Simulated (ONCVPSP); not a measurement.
**Building the ONCV potential for Be (BLYP, scalar-relativistic).**

```
Element                 : beryllium (Be)
Generator               : ONCVPSP 4.0.1
Type                    : optimised norm-conserving Vanderbilt (ONCV)
Functional              : BLYP
Relativity              : scalar-relativistic
Frozen core             : none
Valence charge          : 4
Reference configuration : 1s2 2s1 2p1
Partial waves           : 1s+2s: rc 0.85 bohr, ncon 3, nbas 6, qcut 11.8 1/bohr, 2 projectors; 2p: rc 4.00 bohr, ncon 4, nbas 8, qcut 3.9 1/bohr, 2 projectors, debl 1.1 Ha
Local potential         : polynomial inside 0.55 bohr (lpopt 4, dvloc0 6 Ha)
Core correction         : none
```

Poles of the logarithmic derivatives, all-electron (AE) and pseudo (PS). s: poles at -3.1 (AE) and -3.1 (PS) Ha. p: poles at 0.0, 1.0, 2.5, 4.8 (AE) and 0.1, 1.0, 3.4 (PS) Ha. Test radii: s 0.86, p 4.07 bohr.

* Cutoffs needed: 59 Ha and 71 Ha (the cutoffs (Ha) at which the residual kinetic energy of the hardest occupied pseudo-wave falls to 1 and 0.1 mHa per electron)
* Ghost test: no bound ghost flagged; no localised positive-energy state flagged
* Configuration tests: 3 of 4 tests not solved or not reliable
